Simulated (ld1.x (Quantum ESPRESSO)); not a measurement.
# Reading a pseudo-wave (indium)

Columns: radius, all-electron u(r) and pseudo u(r) of the 5p shell (level -2.52 eV) of indium in the configuration [Kr] 4d10 5s2 5p1; PBEsol, scalar-relativistic, TM semilocal scheme, ld1.x (Quantum ESPRESSO) 7.5.

```tsv
r (bohr)	all-electron	pseudo
0.128	0.0074	-0.0018
0.255	-0.1382	-0.0074
0.382	-0.0318	-0.0167
0.510	0.1231	-0.0301
0.638	0.2100	-0.0477
0.765	0.2167	-0.0698
0.893	0.1665	-0.0968
1.020	0.0863	-0.1285
1.148	-0.0062	-0.1653
1.275	-0.0978	-0.2062
1.402	-0.1831	-0.2506
1.530	-0.2597	-0.2974
1.658	-0.3259	-0.3444
1.785	-0.3814	-0.3891
1.912	-0.4274	-0.4299
2.040	-0.4651	-0.4656
2.168	-0.4948	-0.4949
2.295	-0.5175	-0.5175
2.422	-0.5342	-0.5342
2.550	-0.5457	-0.5457
2.678	-0.5526	-0.5526
2.805	-0.5555	-0.5555
2.932	-0.5550	-0.5550
3.060	-0.5516	-0.5516
3.188	-0.5458	-0.5458
3.315	-0.5379	-0.5379
```

Question: How many radial nodes do the two functions have?

Answer: The all-electron 5p function has n − l − 1 = 3; the pseudo-wave has 0, since the states of the same l below it are removed with the core.

Question: At about which radius was the pseudo-wave matched?

Answer: 2.55 bohr. The columns agree to 0.0005 from 2.17 bohr on; several derivatives are matched, so the curves merge somewhat inside the radius.

Question: Is the pseudo-wave norm-conserving?

Answer: Yes: the TM semilocal scheme keeps the norm inside the radius equal to the all-electron one, which fixes the energy derivative of the logarithmic derivative at the level.
